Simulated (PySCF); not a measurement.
Compound: C6H12O2.
Structure used (PBE0-D3(BJ)/def2-SVP), in Å, numbered top down from 1:
```xyz
20
C6H12O2 angstrom
C     -1.8518   -0.4993    0.0622
C     -0.9691    0.4901   -0.6802
C     -1.4864    1.9107   -0.5948
O      0.3562    0.5212   -0.1724
C      1.1404   -0.5971   -0.3898
C      1.2282   -1.6607    0.6787
C      2.3233   -0.6390    0.5230
O      2.4429    0.3826    1.4409
H     -2.8737   -0.4762   -0.3453
H     -1.9000   -0.2414    1.1318
H     -1.4738   -1.5270   -0.0287
H     -0.9184    0.1898   -1.7467
H     -0.8222    2.5944   -1.1423
H     -1.5264    2.2372    0.4561
H     -2.4979    1.9853   -1.0195
H      1.2472   -0.8872   -1.4446
H      0.5869   -1.5302    1.5539
H      1.4103   -2.6955    0.3750
H      3.2852   -0.9704    0.1159
H      1.7300    1.0054    1.2354
```

Level: CAM-B3LYP/def2-SVPD in PySCF, non-relativistic, on one gas-phase PBE0-D3(BJ)/def2-SVP geometry that isn't relaxed in the solvent. The solvent is an IEF-PCM continuum (cavity from Bondi-type radii × 1.2), and excitations are vertical TDDFT with non-equilibrium linear response and a frozen core. Specific hydrogen bonds and non-electrostatic terms are outside this model.

```tsv
run	E − E(gas) (kcal/mol)	HOMO (eV)	HOMO–LUMO gap (eV)	dipole (D)	lowest singlet (eV)	static polarisability (au)
gas	0.00	-8.47	9.74	3.12	6.91	80.0
P	-2.42	-8.47	9.87	3.50	6.94	90.3
Q	-4.46	-8.48	9.94	3.86	6.96	100.5
```

**Question.** The runs were made in benzene and tetrahydrofuran. Which run belongs to which solvent?

**Answer.** P = benzene, Q = tetrahydrofuran. The dielectric constants are 2.271 (benzene), 7.426 (tetrahydrofuran), and the energy falls further as ε rises. The optical constants n² used for the excitations are 2.25, 1.97 in the same order. In this model the ground state sees the solvent through ε alone.

**Question.** How constant is the ratio of the lowering to (ε − 1)/(2ε + 1)?

**Answer.** 
| solvent | (ε − 1)/(2ε + 1) | E − E(gas) (kcal/mol) | ratio (kcal/mol) | polarisation term (kcal/mol) |
| --- | --- | --- | --- | --- |
| benzene | 0.229 | -2.42 | -10.5 | -2.58 |
| tetrahydrofuran | 0.405 | -4.46 | -11.0 | -5.03 |

The ratio changes by +4.4 % in size from benzene to tetrahydrofuran. The polarisation term is half the interaction of the solute with the induced surface charges.
